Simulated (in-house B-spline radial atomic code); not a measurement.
**Response and correlation of S14+**

Closed shell 1s2. Computed with a B-spline radial code for spherical atoms: Dirac-Hartree-Fock, relativistic RPA (time-dependent Dirac-Hartree-Fock) for the response and second-order many-body perturbation theory for correlation, no-pair Dirac-Coulomb Hamiltonian, finite nucleus.

Command:
```bash
python run_mb.py task.json out
```
Settings (nuclear radius in fm, box in bohr, cutoff in hartree):
```
basis_form          2
Z                   16
core_configuration  1s2
rms_radius          3.2611
mass_number         32
speed_of_light      137.036
box_radius          5.156
lmax                7
intervals           61
virtual_cutoff      6400.0
```

Run time, properties included: 0.5 s on 1 thread of Intel(R) Xeon(R) Platinum 8259CL CPU @ 2.50GHz, with other jobs on the host.

```tsv
multipole (bohr³, bohr⁵, bohr⁷)	uncoupled	coupled RPA
dipole	0.0001436	0.00014845
quadrupole	2.0266e-06	2.0833e-06
octupole	7.4621e-08	?
```

(1) What is the coupled octupole polarisability?

(2) Which subshells carry the dipole polarisability?

(3) What does the dipole shielding factor come to?

Dipole polarisability at imaginary frequency:

```json
{"u (Eh)": "0", "α(iu) (bohr³)": "0.0001484"}
{"u (Eh)": "1.16", "α(iu) (bohr³)": "0.0001484"}
{"u (Eh)": "2.9", "α(iu) (bohr³)": "0.0001483"}
{"u (Eh)": "5.81", "α(iu) (bohr³)": "0.0001479"}
{"u (Eh)": "8.71", "α(iu) (bohr³)": "0.0001473"}
{"u (Eh)": "11.6", "α(iu) (bohr³)": "0.0001465"}
{"u (Eh)": "17.4", "α(iu) (bohr³)": "0.0001441"}
{"u (Eh)": "23.2", "α(iu) (bohr³)": "0.0001409"}
{"u (Eh)": "29", "α(iu) (bohr³)": "0.000137"}
{"u (Eh)": "40.7", "α(iu) (bohr³)": "0.0001277"}
{"u (Eh)": "58.1", "α(iu) (bohr³)": "0.0001119"}
{"u (Eh)": "87.1", "α(iu) (bohr³)": "8.652e-05"}
{"u (Eh)": "116", "α(iu) (bohr³)": "6.636e-05"}
{"u (Eh)": "174", "α(iu) (bohr³)": "4.052e-05"}
{"u (Eh)": "290", "α(iu) (bohr³)": "1.856e-05"}
{"u (Eh)": "581", "α(iu) (bohr³)": "5.383e-06"}
```

(4) What dispersion coefficients follow for two such ions (the dispersion part alone)?

Lowest J = 1 odd-parity excitations:

```json
{"energy (eV)": "2449", "oscillator strength": "0.00495", "leading channel": "1s1/2 → p1/2", "weight": "0.74"}
{"energy (eV)": "2463.3", "oscillator strength": "0.755", "leading channel": "1s1/2 → p3/2", "weight": "0.74"}
{"energy (eV)": "2882.4", "oscillator strength": "0.00115", "leading channel": "1s1/2 → p1/2", "weight": "0.747"}
{"energy (eV)": "2886.3", "oscillator strength": "0.151", "leading channel": "1s1/2 → p3/2", "weight": "0.747"}
```

Second-order correlation energy by the highest angular momentum of the excited pair (hartree): s -0.01432, p -0.02528, d -0.003729, f -0.0009924, g -0.0003623, h -0.000142, i -6.955e-05, k -3.752e-05.

(5) What is the second-order correlation energy at the partial-wave limit?

Results:

(1) 7.6154e-08 atomic units, +2 % against the uncoupled value.

(2) 1s1/2 100.0 %.

(3) The dipole shielding factor is 0.125, against the exact N/Z = 2/16 = 0.125 of the non-relativistic theorem.

(4) C6 = (3/π)∫α(iu)²du = 1.725e-06 hartree·bohr⁶ and C8 = 1.383e-07 hartree·bohr⁸.

(5) The listed waves sum to -0.04493 hartree; extrapolating the increments as (l + 1/2)⁻⁴ gives -0.045006 hartree, -0.612 eV per electron.
